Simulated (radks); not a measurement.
Values are calculated unless marked as measured or tabulated.
Initial-state core-level shifts of neutral gold when its valence configuration changes from [Xe] 4f14 5d10 6s1. Code: a radial shooting solver on a logarithmic mesh with Libxc functionals. Model: Dirac Kohn-Sham, PBE, spin-unpolarised, spherical densities, point nucleus; open shells fill j = l - 1/2 first. Shifts are changes of the shell-averaged eigenvalues in eV (positive: less bound).

| valence | 2s | 4s | 4p | 4d |
|---|---|---|---|---|
| 4f13 5d10 6s1 6p1 | -17.889 | -17.687 | -17.142 | -16.580 |
| 4f13 5d10 6s2 | -16.212 | -15.989 | -15.445 | -14.884 |
| 4f13.5 5d9.5 6s1 6p1 | -11.162 | -11.079 | -10.811 | -10.534 |
| 4f14 5d10 6p1 | -1.674 | -1.696 | -1.695 | -1.694 |
| 4f14 5d9 6s2 | -2.947 | -2.913 | -2.914 | -2.919 |
| 4f14 5d9 6s1 6p1 | -4.568 | -4.553 | -4.553 | -4.556 |
| 4f13.5 5d10 6s1.5 | -7.938 | -7.858 | -7.590 | -7.313 |
| 4f13.5 5d10 6s1 6p0.5 | -8.827 | -8.757 | -8.489 | -8.211 |
| 4f14 5d9.5 6s1 6p0.5 | -2.299 | -2.295 | -2.295 | -2.297 |
